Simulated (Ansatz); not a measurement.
Frontier orbitals of `OC1=C[SiH2][SiH2]1`.

The species carries charge 0 and has multiplicity 1. All single points use the PBE0-D4/def2-TZVP geometry. It is one conformer, not always the lowest. Basis def2-TZVPP, Ansatz.

Orbital energies of one run (eV). Highest occupied ones, from the top: -5.87, -6.47, -7.45, -7.96, -8.05, -8.49, -9.87, -10.49, -11.36, -12.32, -13.60, -15.22, -18.79, -26.70. Empty: -1.03, -0.66, -0.26, 0.00, 0.18, 0.55.

Task: Which functional gave them?
A. BLYP
B. CAM-B3LYP
C. PBE0
D. r2SCAN0

Result: A. HOMO energies: BLYP -5.87, CAM-B3LYP -8.42, r2SCAN0 -7.33, PBE0 -7.18 eV.
